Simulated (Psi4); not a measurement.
Psi4 input (wB97X-D/6-31G*):

```
memory 1500 MB

molecule {
1 1
S     1.63749300   -0.85657000    0.01723100
B     0.15035000    0.09925500    0.06931400
S    -0.30613800    1.75408800    0.49482100
S    -1.37470600   -0.90903700   -0.62550900
H     2.47409700    0.11623200    0.42400900
H     0.92844000    2.19233700    0.80380900
H    -1.14427300   -2.09746600   -0.02354300
H    -2.31640300   -0.52307700    0.26447400
symmetry c1
no_reorient
no_com
}

set {
  basis 6-31G*
  reference rks
  scf_type pk
  dft_radial_points 99
  dft_spherical_points 590
  e_convergence 1e-8
  d_convergence 1e-7
  maxiter 150
}

e = energy('wb97x-d')
print_out(f'\nFINAL {e:.10f} DIPOLE {variable("CURRENT DIPOLE")[0]:.6f} {variable("CURRENT DIPOLE")[1]:.6f} {variable("CURRENT DIPOLE")[2]:.6f}\n')
```

From the output:

```
    One-Electron Energy =               -2167.7377385949353084
    Two-Electron Energy =                 757.7897322161027205
    DFT Exchange-Correlation Energy =     -59.7754504563914111
    Empirical Dispersion Energy =          -0.0023633131828307
    VV10 Nonlocal Energy =                  0.0000000000000000
    Total Energy =                      -1221.5288338925656717

Computation Completed

Properties will be evaluated at   0.000000,   0.000000,   0.000000 [a0]

Properties computed using the SCF density matrix

 Multipole Moments:

 ------------------------------------------------------------------------------------
     Multipole            Electronic (a.u.)      Nuclear  (a.u.)        Total (a.u.)
 ------------------------------------------------------------------------------------

 L = 1.  Multiply by 2.5417464519 to convert [e a0] to [Debye]
 Dipole X            :         -0.7143102           -0.0000094           -0.7143197
 Dipole Y            :         -0.5850587           -0.0000057           -0.5850644
 Dipole Z            :          0.2910895            0.0000132            0.2911027
 Magnitude           :                                                    0.9681393

 ------------------------------------------------------------------------------------

FINAL -1221.5288338926 DIPOLE -0.714320 -0.585064 0.291103

*** Psi4 exiting successfully. Buy a developer a beer!
```

The dipole moment of an ion depends on the origin.

The geometry given is a B3LYP-D3(BJ)/def2-TZVP minimum.
